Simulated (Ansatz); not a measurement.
`NB(N)CO` → `NBOCN`  (isomerisation)

Isolated molecules relaxed with PBE0-D4/def2-TZVP in Ansatz; ΔE leaves out vibrations. CCSD(T)/CBS is the MP2 limit (def2-TZVPP, def2-QZVPP) plus CCSD(T) − MP2 in def2-TZVPP, frozen cores. Functionals use def2-TZVPP. B3LYP here is the variant with VWN-RPA as its local correlation; programs differ in this. Each species was taken in one conformer, which may not be the lowest.

```json
{"level": "BLYP-D4", "ΔE (kcal/mol)": "3.9", "difference from CCSD(T)/CBS": "-0.8"}
{"level": "r2SCAN-D4", "ΔE (kcal/mol)": "4.6", "difference from CCSD(T)/CBS": "-0.1"}
{"level": "PBE0-D4", "ΔE (kcal/mol)": "5.1", "difference from CCSD(T)/CBS": "0.4"}
{"level": "B3LYP-D4", "ΔE (kcal/mol)": "4.0", "difference from CCSD(T)/CBS": "-0.7"}
{"level": "BHLYP-D4", "ΔE (kcal/mol)": "3.4", "difference from CCSD(T)/CBS": "-1.3"}
{"level": "CAM-B3LYP-D4", "ΔE (kcal/mol)": "3.6", "difference from CCSD(T)/CBS": "-1.1"}
{"level": "PBE", "ΔE (kcal/mol)": "4.7", "difference from CCSD(T)/CBS": "0.0"}
{"level": "PBE0", "ΔE (kcal/mol)": "4.8", "difference from CCSD(T)/CBS": "0.1"}
{"level": "r2SCAN0", "ΔE (kcal/mol)": "4.6", "difference from CCSD(T)/CBS": "-0.1"}
{"level": "CAM-B3LYP", "ΔE (kcal/mol)": "3.3", "difference from CCSD(T)/CBS": "-1.4"}
{"level": "HF/def2-SVP", "ΔE (kcal/mol)": "-0.5", "difference from CCSD(T)/CBS": "-5.2"}
{"level": "MP2/def2-SVP", "ΔE (kcal/mol)": "1.2", "difference from CCSD(T)/CBS": "-3.5"}
{"level": "CCSD(T)/def2-SVP", "ΔE (kcal/mol)": "0.4", "difference from CCSD(T)/CBS": "-4.3"}
{"level": "SCS-MP2/def2-TZVPP", "ΔE (kcal/mol)": "3.3", "difference from CCSD(T)/CBS": "-1.4"}
{"level": "CCSD/def2-TZVPP", "ΔE (kcal/mol)": "3.8", "difference from CCSD(T)/CBS": "-0.9"}
{"level": "CCSD/CBS(def2)", "ΔE (kcal/mol)": "4.6", "difference from CCSD(T)/CBS": "-0.1"}
{"level": "CCSD(T)/CBS", "ΔE (kcal/mol)": "4.7", "difference from CCSD(T)/CBS": "0"}
```

**Question.** What do rigid-rotor, harmonic-oscillator terms from PBE0-D4/def2-TZVP frequencies (298.15 K, 1 bar) make of the CCSD(T)/CBS value? (An estimate is asked.)

**Answer.** Ansatz gave: ΔZPE = 0.0 kcal/mol, ΔH = +4.5 kcal/mol, ΔS = 1 J/(mol·K), ΔG = +4.4 kcal/mol.

Largest T1 diagnostic among the species: 0.012.

In def2-TZVPP, CCSD(T) changes the Hartree–Fock value by +3.2 kcal/mol (the triples alone add +0.1 kcal/mol) and MP2 by +3.8 kcal/mol. At CCSD(T), def2-SVP lies −4.3 kcal/mol from the extrapolated value and def2-TZVPP −0.8 kcal/mol.
